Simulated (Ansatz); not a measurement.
Reaction (substitution at a C–S bond): `CC(F)S[SiH3]` + H₂S → `CC(F)S` + `[SiH3]S`

Computed with Ansatz on PBE0-D4/def2-TZVP structures; ΔE is electronic, products minus reactants. CCSD(T)/CBS is the MP2 limit (def2-TZVPP, def2-QZVPP) plus CCSD(T) − MP2 in def2-TZVPP, frozen cores. This one scheme is used for every species. DFT in def2-TZVPP. B3LYP here is the variant with VWN-RPA as its local correlation; programs differ in this. Each species was taken in one conformer, which may not be the lowest.

`CC(F)S[SiH3]`:

Cartesian coordinates in Å:
```
C -0.924 -1.293 -0.367
C 0.455 -0.840 -0.762
F 1.349 -1.195 0.228
S 0.588 0.940 -1.132
Si 0.418 1.808 0.814
H -1.256 -0.788 0.540
H -0.915 -2.371 -0.186
H -1.631 -1.073 -1.167
H 0.784 -1.328 -1.684
H 1.571 1.467 1.680
H -0.839 1.410 1.499
H 0.399 3.265 0.539
```

H₂S:

Cartesian coordinates in Å:
```
S 0.570 -0.137 -0.199
H 0.010 -0.036 1.015
H -0.580 0.173 -0.815
```

`CC(F)S`:

Cartesian coordinates in Å:
```
C 0.268 -0.795 -0.412
C 0.333 0.584 0.190
F 0.340 1.514 -0.835
S -0.978 0.938 1.372
H 0.326 -1.553 0.368
H -0.667 -0.924 -0.962
H 1.100 -0.932 -1.107
H 1.257 0.729 0.757
H -1.980 0.438 0.629
```

`[SiH3]S`:

```xyz
6

Si    0.110   -0.315   -0.409
S     0.405    0.604    1.498
H    -1.145   -1.108   -0.446
H     1.279   -1.209   -0.586
H     0.071    0.692   -1.501
H    -0.720    1.336    1.444
```

| level | ΔE (kcal/mol) | difference from CCSD(T)/CBS |
| --- | --- | --- |
| B3LYP-D4 | -0.6 | 0.2 |
| ωB97X-V | -1.1 | -0.3 |
| PBE0 | -1.9 | -1.1 |
| HF/def2-TZVPP | -2.6 | -1.8 |
| MP2/def2-TZVPP | -0.8 | 0.0 |
| CCSD/def2-TZVPP | -1.2 | -0.4 |
| CCSD(T)/def2-TZVPP | -0.9 | -0.1 |
| MP2/def2-QZVPP | -0.8 | 0.0 |
| HF/CBS(def2) | -2.6 | -1.8 |
| CCSD/CBS(def2) | -1.1 | -0.3 |
| CCSD(T)/CBS | -0.8 | 0 |

Largest T1 diagnostic among the species: 0.011.

The D4 term adds +1.6 kcal/mol with B3LYP and +0.9 kcal/mol with PBE0; it sums over pairs of atoms, weighted by their polarisabilities, and B3LYP, whose exchange is more repulsive, gets the larger term. In def2-TZVPP, CCSD(T) changes the Hartree–Fock value by +1.7 kcal/mol (the triples alone add +0.3 kcal/mol) and MP2 by +1.7 kcal/mol.
